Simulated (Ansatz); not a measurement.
System: sum formula Si$_{2}$H$_{3}$F$_{2}$ (charge -1, singlet). It need not be the lowest isomer of its formula. Whether it binds its extra electron was not tested at this geometry. 
Geometry from a B3LYP-D3(BJ)/def2-TZVP (Ansatz, a first-principles code) optimisation:
SMILES: [SiH2](F)[SiH-]F
```xyz
7

F      1.8335     1.2244     0.4143
Si     1.2440    -0.0973    -0.4849
Si    -1.0405     0.0524     0.2859
F     -1.9663    -1.1660    -0.3406
H      1.5295    -1.2147     0.5447
H     -1.4167     0.0226     1.7503
H     -1.7654     1.2951    -0.1727
```
Charge -1, spin multiplicity 1.

Basis-set convergence of Hartree-Fock and CCSD correlation energies (hartree) with Ansatz. Correlated levels leave the core frozen unless marked. Spin-orbit coupling is left out. No relativistic terms.

| basis | functions | E(HF) | E(corr, CCSD) |
|---|---|---|---|
| aug-cc-pV(D+d)Z | 137 | -778.63392 | -0.66615 |
| aug-cc-pV(T+d)Z | 271 | -778.71200 | -0.80962 |
| aug-cc-pV(Q+d)Z | 476 | -778.73339 | -0.85968 |

Extrapolating the two largest sets (X = 3 and 4) as X^-3: E(corr) = (64·(-0.85968) - 27·(-0.80962))/37 = -0.8962 Eh, an estimate of the basis-set limit. The largest set recovers 95.9 % of it, the smallest 74.3 %.
